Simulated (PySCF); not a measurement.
Compound: C8H16Si.
Structure used (PBE0-D3(BJ)/def2-SVP), in Å, numbered top down from 1:
```xyz
25
C8H16Si angstrom
C     -4.504    0.449   -0.701
C     -3.177    0.565   -0.759
C     -2.240    0.363    0.390
C     -1.144   -0.704    0.056
Si     0.032    0.730   -0.350
C      1.790    0.690    0.318
C      2.685   -0.347   -0.363
C      4.100   -0.385    0.194
C     -1.334    1.620    0.620
H     -5.012    0.186    0.233
H     -5.131    0.609   -1.581
H     -2.709    0.830   -1.718
H     -2.834    0.099    1.281
H     -1.433   -1.463   -0.683
H     -0.818   -1.222    0.973
H      0.069    1.079   -1.809
H      2.228    1.699    0.211
H      1.739    0.495    1.405
H      2.228   -1.348   -0.268
H      2.723   -0.143   -1.448
H      4.599    0.592    0.080
H      4.719   -1.138   -0.318
H      4.098   -0.629    1.269
H     -1.058    1.707    1.684
H     -1.763    2.579    0.297
```

Method used: PySCF 2.14.0, PBE0-D3(BJ)/def2-SVP geometry optimisation, gas phase.

Masses are those of the commonest isotopes; rigid-rotor values at the optimised geometry. The values belong to one conformer with, in the numbering `[CH2:1]=[CH:2][C@H:3]1[CH2:4][Si@H:5]([CH2:6][CH2:7][CH3:8])[CH2:9]1`, C1–C2–C3–C4 125°, C4–Si5–C6–C7 72°, Si5–C6–C7–C8 -179°, C2–C3–C4–Si5 98°, C3–C4–Si5–C6 134°, C4–Si5–C9–C3 -16°, C2–C3–C9–Si5 -98°.

(1) Give the principal moments of inertia and the rotational constants in cm⁻¹.

(2) Classify the top.

(3) What does the inertial defect say?

(4) Predict some low-J microwave lines.

(5) Estimate the classical rotational partition function at 50 K, 200 K and 298.15 K.

Answers

(1) Ia = 107.02, Ib = 979.94, Ic = 1011.24 u·Å²; 505379 MHz·u·Å²/I gives 4722, 515.7 and 499.8 MHz, that is A = 0.15752, B = 0.01720, C = 0.01667 cm⁻¹.

(2) A near-prolate asymmetric top; Ray's κ = -0.992.

(3) Not planar: Δ = Ic − Ia − Ib = -75.71 u·Å². For a rigid frame Δ = −2 Σ m c², so Σ m c² = 37.86 u·Å² lies off the ab plane: 19.35 from hydrogen and 18.51 from heavier atoms. The atom farthest from that plane is 1.88 Å away.

(4) The dipole components are |μa| = 0.94 D, |μb| = 0.19 D, |μc| = 0.50 D. The squared components, which scale the intensities, stand as 1.00 : 0.04 : 0.29 (a : b : c). Some lines, for components of 0.1 D or more:

```tsv
type	branch	J(Ka,Kc)	MHz	lower level (cm⁻¹)
a	R	3(1,3) ← 2(1,2)	3022	0.241
a	R	3(2,2) ← 2(2,1)	3046	0.664
a	R	4(2,3) ← 3(2,2)	4062	0.766
a	R	4(2,2) ← 3(2,1)	4062	0.766
c	Q	2(1,2) ← 2(0,2)	4191	0.102
c	Q	1(1,1) ← 1(0,1)	4207	0.034
b	Q	2(1,1) ← 2(0,2)	4239	0.102
b	Q	4(1,3) ← 4(0,4)	4295	0.339
b	R	3(1,3) ← 2(0,2)	7213	0.102
c	R	3(1,2) ← 2(0,2)	7309	0.102
b	Q	3(2,1) ← 3(1,2)	12596	0.345
c	Q	2(2,1) ← 2(1,1)	12620	0.243
b	Q	2(2,0) ← 2(1,1)	12620	0.243
b	Q	2(2,1) ← 2(1,2)	12668	0.241
b	R	3(2,2) ← 2(1,1)	15666	0.243
b	R	4(2,3) ← 3(1,2)	16658	0.345
c	R	4(2,2) ← 3(1,2)	16659	0.345
c	Q	3(3,1) ← 3(2,1)	21073	0.766
b	Q	4(3,2) ← 4(2,3)	21073	0.901
c	R	3(3,0) ← 2(2,0)	24120	0.664
b	Q	4(4,0) ← 4(3,1)	29502	1.604
c	R	4(4,1) ← 3(3,1)	33565	1.469
```

(5) Point group C1, symmetry number σ = 1; q = (√π/σ)·√((kT/h)³/(ABC)), k/h = 20836.6 MHz/K: 54000 at 50 K, 432000 at 200 K, 787000 at 298.15 K.

Whether it is a minimum is left open (no frequencies). Constants of a rigid frame at the computed geometry: no zero-point averaging, no centrifugal distortion. A rigid rotor knows nothing of internal rotation, which can split or shift real lines.

On one thread of an Arm Neoverse V2 (shared host), this took 5.8 min of wall time and 0.99 GiB of memory at its peak. These figures are those of the optimisation.
